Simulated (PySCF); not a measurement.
## Excitation energy of Mg by level of theory

Mg [Ne] 3s2 (1S) → Mg [Ne] 3s1 4s1 (3S), as a difference of total energies. All numbers are calculated (PySCF 2.14, scalar relativity by spin-free X2C-1e, in aug-cc-pVTZ-DK (6s5p3d2f, 50 functions)). Correlated levels: valence: [Ne] frozen. The calculations carry no spin-orbit coupling.

| method | excitation energy (cm⁻¹) |
| --- | --- |
| UHF | 34025 |
| LDA | 40786 |
| PBE | 39914 |
| PBE0 | 39594 |
| r2SCAN | 39019 |
| BP86 | 40377 |
| PW91 | 40133 |
| r2SCANh | 39049 |
| BLYP | 41282 |
| MP2 (valence) | 38798 |
| SCS-MP2 (valence) | 40128 |

Errors of the correlated levels include the incompleteness of this basis and the frozen core.

**Question.** Which method comes closest to the reference value, and which is furthest?

**Answer.** The reference is 41197 cm⁻¹ (measured; NIST levels). Closest: BLYP (error 84.879 cm⁻¹); furthest: UHF (error -7172.5 cm⁻¹).
